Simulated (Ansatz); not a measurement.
The same path of Cl2FGeH + H2O (8 atoms, charge 0, multiplicity 1) was run twice with different band settings. Lost on the way: Ge1–F2, O6–H8. Made: Ge1–O6, F2–H8.

All numbers below come from Ansatz 0.2.0, RKS PBE0-D4/def2-mTZVP.

Relaxed end points:

```xyz
8
Properties=species:S:1:pos:R:3
Ge 0.355 0.055 -0.212
F 0.209 -0.008 1.513
H 1.849 0.023 -0.521
Cl -0.518 1.845 -0.934
Cl -0.576 -1.683 -1.022
O -2.582 0.045 1.023
H -2.958 -0.821 0.835
H -2.072 -0.086 1.832
```

```xyz
8
Properties=species:S:1:pos:R:3
Ge -0.336 -0.080 -0.595
F -0.635 0.082 3.165
H 1.049 -0.062 0.027
Cl -0.794 1.728 -1.634
Cl -0.594 -1.701 -1.961
O -1.504 -0.278 0.725
H -2.431 -0.256 0.458
H -1.049 -0.063 2.331
```

Common settings: movable images 5; climbing image yes; spring 5.0 eV/Å²; optimiser quadratic models (default); start path through a guess of the saddle point; iteration limit 60; end points relaxed.

| run | force threshold |
| --- | --- |
| 1 | 0.03 eV/Å |
| 2 | 0.2 eV/Å |

Problem. What does each run give, and how far can it be trusted?

Solution. Run 1: converged after 25 iterations, highest image 0.808 eV above the first end. A vibrational analysis at the climbing image gives one clearly imaginary mode, 669i cm⁻¹: a first-order saddle point.
Run 2: converged after 9 iterations, highest image 0.956 eV above the first end. The threshold of 0.2 eV/Å is loose, so the images may lie well off the minimum-energy path. The order of the stationary point at the top wasn't checked.
The orbitals stay closed-shell, which can raise the energy where a bond breaks towards radicals; this wasn't checked here.
